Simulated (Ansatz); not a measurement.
**Ligand exchange: BH(CH3)I + SiH4 → BH(CH3)(SiH3) + HI**

Species: BH(CH3)I, singlet; SiH4 (silane) `[SiH4]`, singlet; BH(CH3)(SiH3), singlet; HI (hydrogen iodide), singlet. The partners trade I for SiH3: B–I and H–SiH3 bonds give way to B–SiH3 and H–I.

Shapes, held fixed at every level: PBE0-D4/def2-TZVP. Programs: Ansatz 0.2.0. The zero-point and thermal change to 298 K, harmonic and unscaled (PBE0-D4/def2-TZVP), is -4.3 kJ/mol.

| level | kind | ΔH(298 K) (kJ/mol) | less CCSD(T)/def2-TZVPP |
| --- | --- | --- | --- |
| HF/def2-SVP | Hartree–Fock | +99.4 | +1.4 |
| PBE-D4/def2-TZVPP | GGA | +90.6 | -7.4 |
| B3LYP-D4/def2-TZVPP | global hybrid | +94.0 | -4.0 |
| MP2/def2-SVP | perturbation theory | +107.0 | +9.0 |
| MP2/def2-TZVPP | perturbation theory | +110.9 | +12.9 |
| CCSD/def2-SVP | coupled cluster or CI | +96.3 | -1.7 |
| CCSD/def2-TZVPP | coupled cluster or CI | +95.7 | -2.3 |
| CCSD(T)/def2-TZVPP | coupled cluster or CI | +98.0 | 0.0 |

The highest level, CCSD(T)/def2-TZVPP, gives ΔH(298 K) = +98.0 kJ/mol; the levels span +90.6 to +110.9. The column of differences is taken from that level and isn't an error. No measured value is set beside it here. For atoms past krypton def2 sets carry core potentials with scalar relativity. Correlated rows may include outer-core shells of I, which these sets cover unevenly.
